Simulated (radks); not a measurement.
Task: Species: Ti3+. Configuration: [Ar] 3d1 (the NIST ground configuration). All-electron calculation, scalar-relativistic Kohn-Sham, PBEsol, spin-unpolarised, spherical densities, point nucleus. Program: a radial shooting solver on a logarithmic mesh with Libxc functionals. Some entries of the table are withheld. Estimate them.

orbital  occ.  eigenvalue (hartree)  <1/r> (bohr^-1)  r(max) (bohr)
1s          2                   (1)            21.78        0.04559
2s          2             -20.95362            4.543            (2)
2p          6             -17.55979            4.447         0.2196
3s          2                   (3)              (4)         0.8652
3p          6              -2.60221            1.294         0.8936
3d          1              -1.27317            1.015         0.9239

Result: 
(1) 1s eigenvalue (hartree): -179.9383
(2) 2s r(max) (bohr): 0.2691
(3) 3s eigenvalue (hartree): -3.48517
(4) 3s <1/r> (bohr^-1): 1.415
